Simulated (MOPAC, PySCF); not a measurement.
[Ta(Cl)3(F)2], neutral singlet in the gas phase. 

Cartesian coordinates (Å):
```xyz
6

Ta     0.0160     0.0173    -0.0111
Cl     0.1152     1.3302    -1.9479
Cl     1.9951    -1.0404    -0.4929
Cl     0.1647     1.8451     1.3689
F     -0.2394    -1.1143     1.4911
F     -1.6312    -0.6368    -0.6167
```
Charge 0, multiplicity 1.

All levels are single points at this geometry (PBE-D3(BJ)/def2-SVP); Pople sets use spherical d functions. Orbital energies aren't observables, and empty levels follow the basis.

SVWN5/6-31G* (LANL2DZ on Ta) in PySCF gives HOMO (eV) = -8.39.

### Question
Estimate the HOMO (eV) from each of these levels: B3LYP-D3(BJ)/def2-TZVP in PySCF; PBE-D3(BJ)/def2-TZVP in PySCF; TPSSh-D3(BJ)/def2-TZVP in PySCF; B3LYP/6-311+G** (LANL2DZ on Ta) in PySCF; B3LYP/6-31G* (LANL2DZ on Ta) in PySCF; B3LYP/LANL2DZ in PySCF; BP86/6-31G* (LANL2DZ on Ta) in PySCF; M06-2X/6-31G* (LANL2DZ on Ta) in PySCF; PBE/6-31G* (LANL2DZ on Ta) in PySCF; HF/6-31G* (LANL2DZ on Ta) in PySCF; PM6 in MOPAC; PM7 in MOPAC.

### Answer

| level | HOMO (eV) |
|---|---|
| B3LYP-D3(BJ)/def2-TZVP in PySCF | -9.26 |
| PBE-D3(BJ)/def2-TZVP in PySCF | -8.14 |
| TPSSh-D3(BJ)/def2-TZVP in PySCF | -8.81 |
| B3LYP/6-311+G** (LANL2DZ on Ta) in PySCF | -9.47 |
| B3LYP/6-31G* (LANL2DZ on Ta) in PySCF | -9.35 |
| B3LYP/LANL2DZ in PySCF | -9.77 |
| BP86/6-31G* (LANL2DZ on Ta) in PySCF | -8.35 |
| M06-2X/6-31G* (LANL2DZ on Ta) in PySCF | -10.98 |
| PBE/6-31G* (LANL2DZ on Ta) in PySCF | -8.25 |
| HF/6-31G* (LANL2DZ on Ta) in PySCF | -13.00 |
| PM6 in MOPAC | -10.45 |
| PM7 in MOPAC | -11.13 |
